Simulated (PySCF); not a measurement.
Species: (Cl2B-mu-PH2)2.
Structure used (PBE0-D3(BJ)/def2-SVP), in Å, numbered top down from 1:
```xyz
12
B2Cl4H4P2 angstrom
B     -0.2491    0.5949   -1.2925
Cl    -1.8276    1.3854   -1.7025
Cl     1.0324    0.5772   -2.5761
P     -0.4881   -1.2271   -0.4628
B      0.2859   -0.6140    1.2952
Cl     1.8900   -1.3875    1.6347
Cl    -0.9466   -0.6329    2.6249
P      0.4862    1.2196    0.4786
H      0.2138   -2.2759   -1.1013
H     -1.8213   -1.6955   -0.4018
H      1.8029    1.7349    0.4425
H     -0.2630    2.2382    1.1120
```

Level of theory: PBE0-D3(BJ)/def2-SVP geometry optimisation, gas phase (PySCF 2.14.0).

Masses are those of the commonest isotopes; rigid-rotor values at the optimised geometry. The values belong to one conformer.

Q: What are A, B and C (GHz)?

A: Ia = 482.39, Ib = 990.95, Ic = 1189.54 u·Å²; 505379 MHz·u·Å²/I gives 1048, 510.0 and 424.9 MHz, that is A = 1.0477, B = 0.5100, C = 0.4249 GHz.

Q: Classify the top.

A: An asymmetric top: κ = (2 × 510.0 − 1048 − 424.9)/(1048 − 424.9) = -0.73.

Q: Is it planar, by Δ = Ic − Ia − Ib?

A: Not planar: Δ = Ic − Ia − Ib = -283.79 u·Å². For a rigid frame Δ = −2 Σ m c², so Σ m c² = 141.90 u·Å² lies off the ab plane: 20.76 from hydrogen and 121.14 from heavier atoms. The atom farthest from that plane is 2.30 Å away.

Q: Give the other two planar moments, Paa and Pbb, and the rms extents of the mass along the axes.

A: Paa = Σ m a² = (Ib + Ic − Ia)/2 = 849.06 and Pbb = Σ m b² = (Ia + Ic − Ib)/2 = 340.49 u·Å². With the mass M = 227.87 u, the rms extents √(P/M) along a, b and c are 1.93, 1.22, 0.79 Å.

Q: Predict some low-J microwave lines.

A: The dipole components are |μa| = 0.00 D, |μb| = 0.12 D, |μc| = 0.00 D. The squared components, which scale the intensities, stand as 0.00 : 1.00 : 0.00 (a : b : c). Some lines, for components of 0.1 D or more:

```json
{"type": "b", "branch": "Q", "J(Ka,Kc)": "1(1,0) ← 1(0,1)", "MHz": "623", "lower level (cm⁻¹)": "0.031"}
{"type": "b", "branch": "Q", "J(Ka,Kc)": "2(1,1) ← 2(0,2)", "MHz": "717", "lower level (cm⁻¹)": "0.093"}
{"type": "b", "branch": "Q", "J(Ka,Kc)": "3(1,2) ← 3(0,3)", "MHz": "875", "lower level (cm⁻¹)": "0.186"}
{"type": "b", "branch": "R", "J(Ka,Kc)": "3(1,2) ← 2(2,1)", "MHz": "1313", "lower level (cm⁻¹)": "0.171"}
{"type": "b", "branch": "R", "J(Ka,Kc)": "2(0,2) ← 1(1,1)", "MHz": "1323", "lower level (cm⁻¹)": "0.049"}
{"type": "b", "branch": "R", "J(Ka,Kc)": "1(1,1) ← 0(0,0)", "MHz": "1473", "lower level (cm⁻¹)": "0.000"}
{"type": "b", "branch": "Q", "J(Ka,Kc)": "3(2,1) ← 3(1,2)", "MHz": "1537", "lower level (cm⁻¹)": "0.215"}
{"type": "b", "branch": "Q", "J(Ka,Kc)": "2(2,0) ← 2(1,1)", "MHz": "1622", "lower level (cm⁻¹)": "0.117"}
{"type": "b", "branch": "Q", "J(Ka,Kc)": "2(2,1) ← 2(1,2)", "MHz": "1868", "lower level (cm⁻¹)": "0.109"}
{"type": "b", "branch": "Q", "J(Ka,Kc)": "3(2,2) ← 3(1,3)", "MHz": "2002", "lower level (cm⁻¹)": "0.198"}
{"type": "b", "branch": "R", "J(Ka,Kc)": "3(0,3) ← 2(1,2)", "MHz": "2306", "lower level (cm⁻¹)": "0.109"}
{"type": "b", "branch": "R", "J(Ka,Kc)": "2(1,2) ← 1(0,1)", "MHz": "2322", "lower level (cm⁻¹)": "0.031"}
{"type": "b", "branch": "Q", "J(Ka,Kc)": "3(3,0) ← 3(2,1)", "MHz": "2861", "lower level (cm⁻¹)": "0.266"}
{"type": "b", "branch": "Q", "J(Ka,Kc)": "3(3,1) ← 3(2,2)", "MHz": "2907", "lower level (cm⁻¹)": "0.265"}
{"type": "b", "branch": "R", "J(Ka,Kc)": "3(1,3) ← 2(0,2)", "MHz": "3133", "lower level (cm⁻¹)": "0.093"}
{"type": "b", "branch": "R", "J(Ka,Kc)": "2(2,1) ← 1(1,0)", "MHz": "3568", "lower level (cm⁻¹)": "0.052"}
{"type": "b", "branch": "R", "J(Ka,Kc)": "2(2,0) ← 1(1,1)", "MHz": "3662", "lower level (cm⁻¹)": "0.049"}
{"type": "b", "branch": "R", "J(Ka,Kc)": "3(2,2) ← 2(1,1)", "MHz": "4418", "lower level (cm⁻¹)": "0.117"}
{"type": "b", "branch": "R", "J(Ka,Kc)": "3(2,1) ← 2(1,2)", "MHz": "4719", "lower level (cm⁻¹)": "0.109"}
{"type": "b", "branch": "R", "J(Ka,Kc)": "3(3,1) ← 2(2,0)", "MHz": "5702", "lower level (cm⁻¹)": "0.171"}
{"type": "b", "branch": "R", "J(Ka,Kc)": "3(3,0) ← 2(2,1)", "MHz": "5712", "lower level (cm⁻¹)": "0.171"}
```

No PBE0-D3(BJ)/def2-SVP frequencies stand behind this structure, so it isn't proved a minimum. These are rigid-rotor constants of the computed structure; measured ground-state constants (B0) also hold zero-point vibration. Quadrupole hyperfine structure (11B, 35Cl) is left out.
